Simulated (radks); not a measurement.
Sn I, 50 electrons, occupied as [Kr] 4d10 5p2 5d2 (not the ground configuration). All-electron calculation, non-relativistic Kohn-Sham, r2SCAN, spin-polarised, spherical densities, point nucleus; open shells are filled with parallel spins first (spin-orbit coupling, left out, can overturn this in heavy ions); meta-GGA in the generalised Kohn-Sham scheme; relativity is left out, which matters for an element this heavy. Program: a radial shooting solver on a logarithmic mesh with Libxc functionals.

Normalised radial functions P(r) = r R(r), r in bohr:

```
   r/bohr * 4p up, o 4p down (the largest magnitude, 1.22, reaches the edge; | marks zero, & curves that meet)
 0.002189                             &
 0.002569                             &
  0.00299                             &
 0.003509                             &
 0.004085                             &
 0.004794                             &
 0.005581                             &
 0.006549                             &
 0.007625                             |&
 0.008876                             |&
  0.01042                             |&
  0.01213                             |&
  0.01423                             | &
  0.01657                             | &
  0.01944                             |  &
  0.02263                             |   &
  0.02656                             |    &
  0.03092                             |     &
  0.03628                             |      &
  0.04224                             |       &
  0.04957                             |        &
  0.05771                             |         &
  0.06718                             |         &
  0.07884                             |        &
  0.09178                             |       &
   0.1077                             |    &
   0.1254                             | &
   0.1471                          &  |
   0.1713                     &       |
    0.201                 &           |
    0.234               &             |
   0.2746               &             |
   0.3197                  &          |
   0.3722                        &    |
   0.4368                             |  &
   0.5084                             |           &
   0.5967                             |                   &
   0.6946                             |                        &
   0.8151                             |                          &
    0.949                             |                        &
    1.114                             |                   &
    1.296                             |              &
    1.521                             |         &
    1.771                             |     &
    2.078                             |  &
     2.42                             |&
    2.817                             &
    3.306                             &
    3.848                             &
    4.516                             &
    5.257                             &
    6.169                             &
    7.182                             &
    8.428                             &
    9.812                             &
    11.51                             &
     13.4                             &
    15.73                             &
    18.31                             &
```

4p up: eigenvalue -98.525 eV, 2 radial nodes at r = 0.133, 0.413 bohr, <r> = 0.899 bohr, 90 % of the charge inside 1.32 bohr. 4p down: eigenvalue -98.375 eV, 2 radial nodes at r = 0.133, 0.413 bohr, <r> = 0.899 bohr, 90 % of the charge inside 1.32 bohr.
